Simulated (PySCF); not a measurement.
B3LYP has the VWN-RPA correlation part, as in Gaussian. Delta-SCF ions had no search for a lower state. 

Cartesian coordinates (Å):
```xyz
4

Ga     0.0001     0.0000     0.0001
H      1.5321    -0.3396    -0.0160
H     -0.4720     1.4966     0.0068
H     -1.0601    -1.1571     0.0091
```
Charge 0, multiplicity 1.

Question: Predict the LUMO, vertical ionisation energy (Delta-SCF), HOMO–LUMO gap, total energy, HOMO and dipole moment from PySCF 2.14.0 with B3LYP-D3(BJ)/def2-TZVP.

Answer: 
| Quantity | Result |
|---|---|
| LUMO | -2.12 eV |
| vertical ionisation energy (Delta-SCF) | 11.21 eV |
| HOMO–LUMO gap | 6.29 eV |
| total energy | -1926.6798 Ha |
| HOMO | -8.41 eV |
| dipole moment | 0.00 D |
